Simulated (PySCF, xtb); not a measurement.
Al(CF3)(F)(OH) (CHAlF₄O), SMILES [OH][Al]([F])[C](F)(F)F.

GFN2-xTB in xtb at its own geometry gives an orbital gap of 3.94 eV and a dipole moment of 4.13 D.

Coordinates come from a PBE0-D3(BJ)/def2-SVP optimisation. The structure was generated by enumeration; whether it is a known compound was not checked. One conformer was computed; it need not be the lowest.

What does PBE/def2-TZVP (PySCF) give? (An estimate is asked for; the answer gives what the named calculation found.)

gap 5.99 eV (levels -7.78 and -1.79 eV), dipole 2.44 D.
